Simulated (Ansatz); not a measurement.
Computed with Ansatz on PBE0-D4/def2-TZVP structures; ΔE is electronic, products minus reactants. CCSD(T)/CBS adds triple-zeta CCSD(T) − MP2 to the extrapolated MP2 energy (def2 sets, frozen cores). DFT in def2-TZVPP. B3LYP here is the variant with VWN-RPA as its local correlation; programs differ in this. Elements past krypton have def2 core potentials. For In, Sn outer-core shells are correlated without core-valence functions, which leaves a few kJ/mol of doubt a bond. Each species was taken in one conformer, which may not be the lowest.

`[OH][SnH2][CH2][SiH3]` + `C[N](C)[InH][SH]` → `[SiH3][CH2][SnH2][SH]` + `C[N](C)[InH][OH]`  (redistribution)

`[OH][SnH2][CH2][SiH3]`:

```xyz
12

O     0.538   -2.418    0.331
Sn    0.734   -1.009   -1.033
C    -0.743    0.485   -0.599
Si   -0.456    1.341    1.032
H     0.705   -2.105    1.223
H     0.438   -1.838   -2.490
H     2.317   -0.363   -0.938
H    -1.709   -0.025   -0.602
H    -0.746    1.214   -1.415
H     0.807    2.127    0.977
H    -0.317    0.332    2.120
H    -1.569    2.260    1.394
```

`C[N](C)[InH][SH]`:

```xyz
13

C     0.158   -0.425   -1.273
N    -0.204   -0.199    0.098
C    -1.180   -1.143    0.576
In    0.538    1.259    1.267
S     2.141    2.700    0.246
H     0.899    0.302   -1.614
H     0.590   -1.427   -1.421
H    -0.712   -0.347   -1.944
H    -0.810   -2.178    0.514
H    -1.439   -0.950    1.620
H    -2.111   -1.099   -0.009
H     0.030    1.429    2.884
H     2.100    2.076   -0.943
```

`[SiH3][CH2][SnH2][SH]`:

Cartesian coordinates in Å:
```
Si -0.222 0.960 -1.450
C 0.631 -0.540 -0.728
Sn -0.085 -1.108 1.213
S -1.066 0.800 2.310
H 0.134 2.180 -0.683
H 0.198 1.159 -2.865
H -1.698 0.782 -1.422
H 0.485 -1.404 -1.383
H 1.706 -0.362 -0.651
H -1.367 -2.226 1.090
H 1.188 -1.712 2.180
H 0.096 1.470 2.390
```

`C[N](C)[InH][OH]`:

Z-matrix (Å, degrees):
```
C
N 1 1.440
H 1 1.092 2 110.8
H 1 1.101 2 111.5 3 120.2
H 1 1.101 2 111.5 3 -120.2
C 2 1.437 1 113.4 3 180.0
In 2 1.999 1 121.7 3 0.0
H 6 1.102 2 111.8 1 -59.8
H 6 1.102 2 111.8 1 59.8
H 6 1.093 2 111.3 1 -180.0
O 7 1.992 2 106.0 1 -0.1
H 7 1.698 2 129.1 1 -179.9
H 11 0.959 7 113.8 2 -179.8
```

```tsv
level	ΔE (kcal/mol)	difference from CCSD(T)/CBS
PBE-D4	3.8	0.0
r2SCAN-D4	4.4	0.6
PBE0-D4	4.3	0.5
B3LYP-D4	4.1	0.3
ωB97X-V	4.4	0.6
ωB97M-V	4.3	0.5
B2PLYP	4.5	0.7
PBE	4.1	0.3
r2SCAN	4.5	0.7
PBE0	4.6	0.8
B3LYP	4.7	0.9
HF/def2-TZVPP	6.0	2.2
MP2/def2-TZVPP	4.1	0.3
SCS-MP2/def2-TZVPP	4.3	0.5
CCSD/def2-TZVPP	4.7	0.9
CCSD(T)/def2-TZVPP	4.6	0.8
HF/def2-QZVPP	6.0	2.2
MP2/def2-QZVPP	3.6	-0.2
SCS-MP2/def2-QZVPP	3.9	0.1
HF/CBS(def2)	6.1	2.3
MP2/CBS(def2)	3.3	-0.5
CCSD/CBS(def2)	3.9	0.1
CCSD(T)/CBS	3.8	0
```

Largest T1 diagnostic among the species: 0.016.

In def2-TZVPP, CCSD(T) changes the Hartree–Fock value by −1.5 kcal/mol (the triples alone add −0.1 kcal/mol) and MP2 by −2.0 kcal/mol.
